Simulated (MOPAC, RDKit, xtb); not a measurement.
Pair of molecules: SiH4 (SMILES [SiH4]) (first 5 atoms) with CH2F2 (SMILES FCF); geometry from B3LYP-D3(BJ)/def2-TZVP, rigid monomers moved along the line of their centres of mass till Si1···F6 is 3.78 Å.
(charge 0, multiplicity 1):
```xyz
10

Si     0.239    -0.047     0.129
H     -1.013     0.279     0.848
H      0.511    -1.497     0.243
H      1.360     0.729     0.701
H      0.071     0.307    -1.300
F      0.325    -0.720     3.846
C     -0.493     0.179     4.465
F      0.091     1.407     4.401
H     -0.595    -0.108     5.513
H     -1.441     0.213     3.927
```

Monomers are frozen at their geometry in the pair; levels with a basis set take the counterpoise correction.

The state that AM1, PM6 reach isn't checked.

Codes used: MOPAC for AM1, PM6 (differences of heats of formation); RDKit for the force fields; xtb for the GFN methods. Values without a source in brackets are computed.

Task: One of these levels gives 0.35 kcal/mol for the interaction energy. Name it.
(A) MMFF94
(B) GFN1-xTB
(C) AM1
(D) PM6

Result: C, AM1. The others give -0.70 (MMFF94), -0.12 (PM6), -1.08 (GFN1-xTB)
